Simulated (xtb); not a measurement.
C2H6GeN2, SMILES [NH2][Ge@H]1[CH]=N[CH2]1. All values are semi-empirical tight-binding results from xtb (GFN2-xTB unless named), good for trends rather than for accurate numbers. Geometry: GFN2-xTB. The structure was generated by enumeration; whether it is a known compound was not checked. One conformer was computed; it need not be the lowest.

Optimised geometry:

```xyz
11

N      1.9149    -0.0258     0.8005
Ge     0.4358    -0.2121    -0.2560
C     -1.3354    -0.6853     0.6310
N     -1.9760     0.3254     0.2409
C     -1.1248     1.1807    -0.5179
H      2.7964     0.1744     0.3522
H      1.8332     0.5361     1.6357
H      0.9711    -1.0447    -1.4546
H     -1.8151    -1.4445     1.2330
H     -1.0158     2.1484    -0.0270
H     -1.5262     1.3466    -1.5164
```
Charge 0, spin multiplicity 1.

For metal compounds this method's bond lengths and energies can be far off.

Computed properties:
| Property | Value |
|---|---|
| orbital gap | 3.21 eV |
| zero-point energy | 47.4 kcal/mol |
| G − E(el) at 298.15 K (modified RRHO) | 27.8 kcal/mol |

### Question
Give the atomic charges and the Wiberg bond orders between heavy atoms. (An estimate is asked for; the answer gives what the named calculation found.)

### Answer
charges (e) N1 -0.37, Ge2 0.21, C3 0.00, N4 -0.20, C5 -0.05, H6 0.17, H7 0.16, H8 -0.03, H9 0.04, H10 0.04, H11 0.04. Bond orders N1–Ge2 1.13, Ge2–C3 0.77, C3–N4 1.95, Ge2–C5 0.74, N4–C5 1.07.
